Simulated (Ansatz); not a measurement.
CH8OSiSn can be A, `CO[SiH2][SnH3]`, or B, `C[SiH](O)[SnH3]`.

Calculated with Ansatz (gas phase, PBE0-D4/def2-TZVP geometries, no zero-point term in ΔE). CCSD(T)/CBS adds triple-zeta CCSD(T) − MP2 to the extrapolated MP2 energy (def2 sets, frozen cores). Functionals use def2-TZVPP. B3LYP here is the variant with VWN-RPA as its local correlation; programs differ in this. Elements past krypton have def2 core potentials. For Sn outer-core shells are correlated without core-valence functions, which leaves a few kJ/mol of doubt a bond. One conformer a species, not always the lowest.

Task: Which is lower in electronic energy at CCSD(T)/CBS, and by how much? (An estimate is asked.)

Result: The calculation gave: B, by 101.6 kJ/mol.

Task: Give E(B) − E(A) in kJ/mol with B3LYP-D4, MP2/def2-TZVPP, ωB97M-V, CCSD(T)/def2-TZVPP, PBE0-D4, CCSD/def2-TZVPP, B3LYP. (Estimate.)

Result: Ansatz gave: B3LYP-D4 -93.0, MP2/def2-TZVPP -105.0, ωB97M-V -99.9, CCSD(T)/def2-TZVPP -97.6, PBE0-D4 -99.8, CCSD/def2-TZVPP -96.5, B3LYP -92.7. None reverses the order clearly.

Largest T1 diagnostic: 0.013.

In def2-TZVPP, CCSD(T) changes the Hartree–Fock value by −13.6 kJ/mol (the triples alone add −1.1 kJ/mol) and MP2 by −21.0 kJ/mol.
